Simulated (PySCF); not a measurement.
## How the method moves the HOMO and LUMO of `O[Si@@H]1C=CC=C1F`

C4H5FOSi.
Geometry (PBE0-D3(BJ)/def2-SVP, Å), atoms numbered from 1 in this order:
```
atom  x, y, z in Å
O1     2.196   -1.262   -0.115
Si2    0.629   -0.978    0.358
C3    -0.656   -0.725   -0.975
C4    -1.224    0.482   -0.762
C5    -0.725    1.316    0.356
C6     0.269    0.754    1.063
F7     0.852    1.338    2.104
H8     2.549   -0.694   -0.806
H9     0.323   -2.049    1.340
H10   -0.988   -1.387   -1.777
H11   -2.043    0.872   -1.378
H12   -1.146    2.302    0.573
```

Basis pcSseg-1 throughout (PySCF), one geometry. Geometry: PBE0-D3(BJ)/def2-SVP, one conformer, isolated molecule.

Problem. How do the orbital energies, the gap and the dipole change with the method?

Solution. 
```tsv
method	kind	HOMO (eV)	LUMO (eV)	gap (eV)	μ (D)	SCF cycles
BLYP	GGA	-5.44	-2.53	2.91	2.05	16
KT3	GGA	-5.61	-2.67	2.94	2.00	17
KT2	GGA	-5.63	-2.74	2.89	2.03	17
B97-2	global hybrid	-6.49	-1.91	4.58	2.25	15
PBE0	global hybrid	-6.74	-1.88	4.86	2.27	14
mPW1PW91	global hybrid	-6.77	-1.90	4.87	2.28	14
LC-wPBE	range-separated hybrid	-9.36	0.33	9.68	2.35	15
```

The HOMO spans 3.92 eV, from BLYP down to LC-wPBE, and the gap runs from 2.89 eV (KT2) to 9.68 eV (LC-wPBE). Over the methods BLYP (0 %), KT3 (0 %), KT2 (0 %), B97-2 (21 %), PBE0 (25 %), mPW1PW91 (25 %), a straight line through the gap against the share of exact exchange rises by 0.78 eV for each 10 % (correlation coefficient 1.000). The dipole ranges from 2.00 D (KT3) to 2.35 D (LC-wPBE). This basis has no diffuse functions.
